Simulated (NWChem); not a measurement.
## What each level costs for iodine monochloride (ClI)

```xyz
2

Cl     0.0000     0.0000     1.8075
I      0.0000     0.0000    -0.5798
```
Charge 0, spin multiplicity 1.

Everything below was run with NWChem. Structure: optimised with B3LYP/def2-SVP with def2 effective core potentials on I, a minimum by its harmonic frequencies.

Basis set: def2-TZVP (87 functions). Each entry is one whole single-point run; the coupled-cluster runs use the TCE module, and the SCF and DFT modules converge to different thresholds.

Effective core potentials replace the inner electrons of I; spin-orbit coupling is left out. The correlated methods keep 9 core orbitals frozen. B3LYP has NWChem's definition, with VWN1-RPA local correlation. GW and range-separated runs recompute their integrals, the others keep them in memory, which bears on the times.

Question: Roughly how much processor time does each of these take, relative to RHF: MP2, B2PLYP, PBE, B3LYP, LC-wPBE (omega 0.3 per bohr), CR-CCSD(T)?

Answer: B3LYP about the same, within a factor of 3; PBE about the same, within a factor of 3; MP2 about the same, within a factor of 3; B2PLYP about 3; LC-wPBE (omega 0.3 per bohr) about 10; CR-CCSD(T) about 10 (rough ratios from shared machines).
